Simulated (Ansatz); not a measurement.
Input file for Ansatz (a program for electronic structure): R-B3LYP/def2-TZVPP on FH3Si2 (SMILES F[Si][SiH3]), a point of a torsion scan.

Ansatz 0.2 input:
```yaml
crystal:
  periodic: [false, false, false]
  atoms:
    - {symbol: F, position_ang: [2.51849180, 0.42627054, -0.01273070]}
    - {symbol: Si, position_ang: [1.52721843, -0.89478341, 0.06285688]}
    - {symbol: Si, position_ang: [-0.56480976, 0.04224775, -0.03902725]}
    - {symbol: H, position_ang: [-1.02690645, 1.16794989, -0.86542633]}
    - {symbol: H, position_ang: [-1.01259311, 0.38226216, 1.32449268]}
    - {symbol: H, position_ang: [-1.42713990, -1.08366346, -0.45158038]}
basis:
  gaussian:
    orbitals: def2-TZVPP
hamiltonian:
  xc: {name: B3LYP}
scf: {lower_state_search: off}
```

It printed:

```
WARN ansatz: RAYON_NUM_THREADS=1 ignored (pool sized by the plan → 1); use --threads N
Functional definition: B3LYP
these checks for a lower state are left out or cut short: stability, starts, cluster_reference, orbital_swaps, neighbouring_geometries, increment
integrals: 0.07 GiB planned
915 factors; their error is unknown
mean field: 0.58 GiB planned
mean field evaluation 1: about -18521.0475 eV, gradient 3.7e1 eV
mean field evaluation 2: about -18514.8384 eV, gradient 7.6e1 eV
mean field evaluation 4: about -18523.4923 eV, gradient 2.3e0 eV
mean field evaluation 8: about -18523.5320 eV, gradient 2.5e-2 eV
mean field evaluation 16: about -18523.5320 eV, gradient 3.9e-6 eV
mean field -18523.53201385 eV, -680.7272458081 hartree, gradient 3.9e-6 eV, S^2 0.000000; 0 other end points of the search recorded, 0 dependent functions left out
reference -18523.53224845 eV, -680.7272544294 hartree; 20, 20 occupied and 137, 137 virtual orbitals, 915 factors
Total energy: -18523.53224845 eV, -680.7272544294 hartree
Checks for a lower state left out: stability, starts, cluster_reference, orbital_swaps, neighbouring_geometries, increment
```

The calculation finished and met its thresholds.

Cost: roughly 1.9 core-seconds.
